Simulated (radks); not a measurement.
Neutral samarium inside a hard spherical wall (all orbitals vanish at R), configuration held at [Xe] 4f6 6s2 and not refilled when levels cross. Calculated with a radial shooting solver on a logarithmic mesh with Libxc functionals: scalar-relativistic Kohn-Sham, LDA (Slater exchange, VWN5 correlation), spin-polarised, spherical densities, point nucleus; open shells are filled with parallel spins first (spin-orbit coupling, left out, can overturn this in heavy ions). Eigenvalues in eV for spin up, with the zero of energy where the potential of the charges vanishes at infinity; a dash marks a level that is unbound or too diffuse for the functional's potential to be trusted. A positive occupied level is held by the wall or, in an anion where self-interaction has pushed it up, behind a barrier. The pressure on the wall is -dE/dV.

R (bohr),E (hartree),kinetic (hartree),e(5s),e(5p),e(4f),e(6s),"e(5d, empty)","e(6p, empty)",pressure (GPa)
free,-10420.2335,11136.628,-44.266,-24.001,-3.815,-3.813,-2.054,-1.294,0
15,-10420.2335,11136.628,-44.263,-23.998,-3.812,-3.810,-2.051,-1.279,0.000241
8,-10420.2131,11136.760,-43.518,-23.267,-3.075,-3.129,-1.372,0.057,0.682
7,-10420.1827,11136.910,-42.897,-22.665,-2.455,-2.404,-0.770,1.272,2.21
6,-10420.1058,11137.238,-41.849,-21.659,-1.389,-0.864,0.334,3.707,7.78
3.5,-10418.3111,11144.070,-32.324,-12.377,9.490,23.975,13.089,36.875,500
2.5,-10411.0595,11169.372,-11.570,10.929,33.597,94.934,45.289,118.84,6160
2,-10395.9884,11216.723,22.740,51.249,65.789,209.40,97.730,243.36,30000
1.5,-10341.3176,11377.686,138.62,183.66,143.77,532.72,253.37,581.98,219000
